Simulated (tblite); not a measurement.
C6H10ClFSi.
SMILES with atom numbers: `[CH:1]#[C:2][CH2:3][C@@:4]([F:5])([CH2:6][Cl:7])[SiH2:8][CH3:9]` (hydrogens: H10 on C1; H11, H12 on C3; H13, H14 on C6; H15, H16 on Si8; H17, H18, H19 on C9)

A start from a force field or distance geometry was refined with tblite, GFN2-xTB geometry optimisation, gas phase. Values at the start:

| coordinate | start |
| --- | --- |
| C1≡C2 | 1.221 Å |
| C1–H10 | 1.056 Å |
| C2–C3 | 1.463 Å |
| C3–C4 | 1.519 Å |
| C3–H11 | 1.124 Å |
| C3–H12 | 1.099 Å |
| C4–F5 | 1.348 Å |
| C4–C6 | 1.523 Å |
| C4–Si8 | 1.889 Å |
| C6–Cl7 | 1.792 Å |
| C6–H13 | 1.099 Å |
| C6–H14 | 1.114 Å |
| Si8–C9 | 1.867 Å |
| Si8–H15 | 1.474 Å |
| Si8–H16 | 1.481 Å |
| C9–H17 | 1.116 Å |
| C2–C3–C4 | 108.7° |
| C3–C4–F5 | 115.1° |
| C3–C4–C6 | 106.5° |
| C3–C4–Si8 | 104.9° |
| C4–C6–Cl7 | 105.4° |
| F5–C4–C6 | 113.7° |
| F5–C4–Si8 | 112.0° |
| C6–C4–Si8 | 103.6° |
| C2–C3–C4–F5 | -60° |
| C3–C4–C6–Cl7 | 59° |
| C3–C4–Si8–C9 | -173° |

Problem. How do these coordinates change at the GFN2-xTB level?

Solution. 
```
  coordinate  GFN2-xTB (Å or °)  change
       C4–F5              1.404  +0.056
      C4–Si8              1.937  +0.048
      C3–H11              1.093  -0.031
      C9–H17              1.087  -0.029
      Si8–C9              1.892  +0.025
       C1≡C2              1.197  -0.024
      C6–H14              1.092  -0.022
      C6–Cl7              1.771  -0.021
     Si8–H16              1.464  -0.017
       C2–C3              1.449  -0.014
       C3–C4              1.531  +0.012
      C6–H13              1.090  -0.009
     Si8–H15              1.466  -0.008
      C1–H10              1.049  -0.007
      C3–H12              1.093  -0.006
       C4–C6              1.521  -0.002
   C6–C4–Si8              113.5    +9.9
    F5–C4–C6              105.6    -8.1
    C3–C4–F5              108.0    -7.1
   C3–C4–Si8              111.9    +7.0
   F5–C4–Si8              105.9    -6.1
    C3–C4–C6              111.4    +4.9
   C4–C6–Cl7              109.3    +3.9
    C2–C3–C4              112.5    +3.8
C3–C4–C6–Cl7                 77     +18
C3–C4–Si8–C9               -171      +2
 C2–C3–C4–F5                -58      +2
```

The energy falls by 22.9 kcal/mol over 104 L-BFGS steps, the largest force on an atom goes from 2.25 to 0.009 eV/Å, and the atoms move by 0.401 Å rms after alignment. The bond that changes most is C4–F5 (sp3 C–F carbon to alkyl fluorine), which lengthens by 0.056 Å. Bonds longer at the end by more than 0.005 Å: 4 of 18; shorter: 13. Among the dihedrals that turn most is H15–Si8–C9–H18, from -109° to -177°. Rotational constants go from 1647, 909.9, 710.3 to 1532, 865.1, 666.7 MHz.

On one thread of an Arm Neoverse V2, shared host with 192 logical CPUs at a one-minute load of 58, this took 0.9 s wall.

Its GFN2-xTB frequencies are all real (lowest 49 cm⁻¹). One conformer, not necessarily the lowest.

The numbers are calculated, not measured.
